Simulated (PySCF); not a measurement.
trichloroethylene cation (C2HCl3), SMILES ClC=C(Cl)Cl (connectivity only; charge and spin as stated), charge +1, multiplicity 2.

The structure is a stationary point at B3LYP-D3(BJ)/def2-SVP. The multiplicity is an assumed one; other spin states were not compared.

These are PBE/def2-TZVP (PySCF) values and carry that method's errors.

Gas-phase values at a fixed geometry.

```json
{
 "total_energy": "-1456.47195 hartree",
 "point_group": "Cs",
 "α spin, highest occupied and lowest empty level": "-12.37 and -8.65 eV",
 "β spin, highest occupied and lowest empty level": "-13.51 and -11.65 eV",
 "dipole_moment_about_the_centre_of_nuclear_charge": "1.39 D",
 "mean_static_polarisability": "63.9 bohr³ (9.47 Å³)",
 "polarisability_principal_values": "33.4, 64.9, 93.4 bohr³",
 "⟨S²⟩": "0.752 (pure state 0.75)"
}
```
